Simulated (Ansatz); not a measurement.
Molecule: C₃H₈O₂Si (charge 0, singlet). 
Structure (B3LYP-D3(BJ)/def2-TZVP (Ansatz, a first-principles code) minimum search):
```
Si
O 1 1.7117
C 2 1.3320 1 122.84
O 3 1.2022 2 125.40 1 0.00
H 3 1.0987 4 123.66 2 180.00
H 1 1.4790 2 101.29 3 -180.00
C 1 1.8607 6 110.82 2 116.63
H 7 1.0904 1 110.77 6 -178.32
H 7 1.0916 8 108.50 1 -122.23
H 7 1.0929 8 108.44 9 -116.83
C 1 1.8607 6 110.82 2 -116.63
H 11 1.0904 1 110.77 6 178.32
H 11 1.0916 12 108.50 1 122.23
H 11 1.0929 12 108.44 13 116.83
```
Charge 0, spin multiplicity 1.

Property: vertical triplet-singlet gap (E(triplet) - E(singlet); each state is the SCF solution reached for its spin), in eV. Valence correlation only, unless marked. UHF or UKS for open shells. No spin-orbit coupling. Non-relativistic. CBS(X,Y): correlation extrapolated as X^-3; Hartree-Fock from the larger set.

```csv
level,program,vertical triplet-singlet gap (eV)
HF/aug-cc-pV(D+d)Z,Ansatz,4.33
HF/aug-cc-pV(T+d)Z,Ansatz,4.30
HF/aug-cc-pV(Q+d)Z,Ansatz,4.29
SVWN5/def2-TZVPD,Ansatz,5.26
PBE/def2-TZVPD,Ansatz,5.13
r2SCAN/def2-TZVPD,Ansatz,5.01
B3LYP/def2-TZVPD,Ansatz,5.14
PBE0/def2-TZVPD,Ansatz,5.07
BHLYP/def2-TZVPD,Ansatz,4.96
CAM-B3LYP/def2-TZVPD,Ansatz,5.14
wB97M-V/def2-TZVPD,Ansatz,5.31
wB97X-V/def2-TZVPD,Ansatz,5.27
B2PLYP/def2-TZVPD,Ansatz,5.38
MP2/aug-cc-pV(D+d)Z,Ansatz,5.91
RI-MP2/aug-cc-pV(T+d)Z,Ansatz,5.90
RI-MP2/aug-cc-pV(Q+d)Z,Ansatz,5.92
"RI-MP2/CBS(aug-cc-pV(T+d)Z,aug-cc-pV(Q+d)Z)",Ansatz,5.94
SCS-MP2/aug-cc-pV(D+d)Z,Ansatz,5.85
CCSD/aug-cc-pV(D+d)Z,Ansatz,5.39
CCSD(T)/aug-cc-pV(D+d)Z,Ansatz,5.49
```
